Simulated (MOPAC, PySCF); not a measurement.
C$_{2}$H$_{3}$NO, SMILES `NC#CO`, neutral singlet in the gas phase. 

Cartesian coordinates (Å):
SMILES: NC#CO
```xyz
7

N     -1.4437     0.3151    -0.5703
C     -0.2316     0.0100    -0.0478
C      0.8769    -0.1653     0.3780
O      2.0320    -0.5160     0.9074
H     -2.1804     0.4541     0.1063
H     -1.7428    -0.2738    -1.3342
H      2.6895     0.1760     0.7546
```
Charge 0, multiplicity 1.

All levels are single points at this geometry (B3LYP-D3(BJ)/def2-TZVP); Pople sets use spherical d functions. Orbital energies aren't observables, and empty levels follow the basis.

```csv
level,HOMO (eV),LUMO (eV),gap (eV),dipole (D),"vertical IE, Delta-SCF (eV)"
B3LYP-D3(BJ)/def2-TZVP in PySCF,-5.91,0.32,6.23,0.80,8.56
M06-2X/def2-TZVP in PySCF,-7.44,1.35,8.79,0.82,8.81
B3LYP/3-21G in PySCF,-5.28,2.07,7.35,0.84,–
B3LYP/6-311+G** in PySCF,-6.00,-0.42,5.58,0.83,–
BP86/6-31G* in PySCF,-4.49,0.97,5.45,0.73,–
M06-2X/6-31G* in PySCF,-7.06,2.97,10.03,0.81,–
PBE/6-31G* in PySCF,-4.37,0.92,5.29,0.72,8.10
SVWN5/6-31G* in PySCF,-4.48,0.84,5.32,0.77,8.29
HF/3-21G in PySCF,-8.84,6.58,15.42,0.98,–
HF/6-31G* in PySCF,-8.88,5.71,14.60,0.86,7.64
HF/STO-3G in PySCF,-6.88,11.53,18.41,0.60,–
AM1 in MOPAC,-9.19,1.83,11.02,0.87,–
PM7 in MOPAC,-9.09,1.60,10.69,0.84,–
```
